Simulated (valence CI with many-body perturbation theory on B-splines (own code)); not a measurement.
## Sensitivity of CI+MBPT for Ga²⁶⁺

Computed by relativistic CI+MBPT: three valence electrons over a frozen Dirac-Fock core [He], a basis of 6 s, 6 p, 5 d, 3 f, 1 g functions for each j, with the one-electron correlation potential Σ1, the two-electron term Σ2, the three-electron term Σ3, Breit, model QED; selected CI, second order for the rest, scaled by the run's own slope (own B-spline code, finite nucleus).

The last digits are not significant, and no measured levels were compared; by estimate large intervals hold to a few tenths of a per cent, small ones and those within an open d or f shell to about a per cent.

The reference run has the lowest level 2s2.2p 2P°_1/2 and an ionisation energy of 2683.62 eV. Its largest variational space holds 4317 state functions.

Names give the largest LS component (configuration and term), which can be under half, so a name can repeat, a term be missing and a line seem to break the LS rules; names also repeat where a configuration has a term twice.

Changed runs:
A. lowest core n in screening and Σ2 1 → 4
B. Breit term on → off; QED terms on → off
C. lowest core n in screening and Σ2 1 → 2
D. box radius (bohr) 2.1618 → 0.72 (bad on purpose)

Excitation energies of the reference run in cm⁻¹, and shifts in cm⁻¹:

```tsv
Level	Reference	B	D
2s2.2p 2P°_3/2	256267	+6736	+74
2s.2p2 4P_1/2	542768	+724	-502
2s.2p2 4P_3/2	684313	+5288	-457
2s.2p2 4P_5/2	780248	+11771	-434
2s.2p2 2D_3/2	1030780	+8270	-315
2s.2p2 2D_5/2	1117030	+12788	-299
2s.2p2 2P_1/2	1131300	+2807	-246
2s.2p2 2S_1/2	1405100	+8633	-146
2s.2p2 2P_3/2	1417510	+12553	-145
2p3 4S°_3/2	1704070	+8204	-779
2p3 2D°_3/2	1909620	+9941	-707
2p3 2D°_5/2	1976330	+16811	-706
Ionisation energy (eV)	2683.62	+1.77	-0.13
```

Run A: It gave no result: the setting left no core shell for the response of the core. The program said: "need at least one array to concatenate".

Run C: It gave no result: the setting left no core shell for the response of the core. The program said: "need at least one array to concatenate".
